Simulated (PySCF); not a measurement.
## How methods differ on the ionisation energy of Ru²⁸⁺

Ru²⁸⁺ [Ne] 3s2 3p4 [3p1/2^2 3p3/2^2, M_J = 2] → Ru²⁹⁺ [Ne] 3s2 3p3 [3p1/2^2 3p3/2^1, M_J = 3/2], as a difference of total energies. All numbers are calculated (PySCF 2.14, the two-component X2C-1e Hamiltonian, in an even-tempered Gaussian basis (19 s from 4.3 bohr⁻², ratio 2.4; 14 p from 5.6 bohr⁻², ratio 2.4; 5 d from 22 bohr⁻², ratio 2.6; 4 f from 34 bohr⁻², ratio 2.6)). Correlated levels: 1s2 frozen; the 56 highest virtual spinors dropped. "Screened" scales the spin-orbit matrix elements by Boettger's factors to mimic the two-electron term; Breit and QED terms are absent.

```json
{"method": "GHF (spin-free)", "ionisation energy (eV)": "1578.8"}
{"method": "GMP2 (spin-free)", "ionisation energy (eV)": "1580.0"}
{"method": "GHF (screened spin-orbit)", "ionisation energy (eV)": "1579.2"}
{"method": "GMP2 (screened spin-orbit)", "ionisation energy (eV)": "1579.6"}
```

Breit and QED terms and the two-electron picture change are absent.

The spin-free rows relax to the high-spin LS determinant and lack the spin-orbit shift.

The labels give the starting determinants; with spin-orbit coupling the two ends relaxed to ⟨J²⟩ = 6.00, ⟨L²⟩ = 2.93, ⟨S²⟩ = 1.54 and ⟨J²⟩ = 3.75, ⟨L²⟩ = 1.68, ⟨S²⟩ = 2.03.

For comparison: 1577 ± 2.1 eV (semi-empirical (NIST evaluation); NIST Atomic Spectra Database, ionization energies).
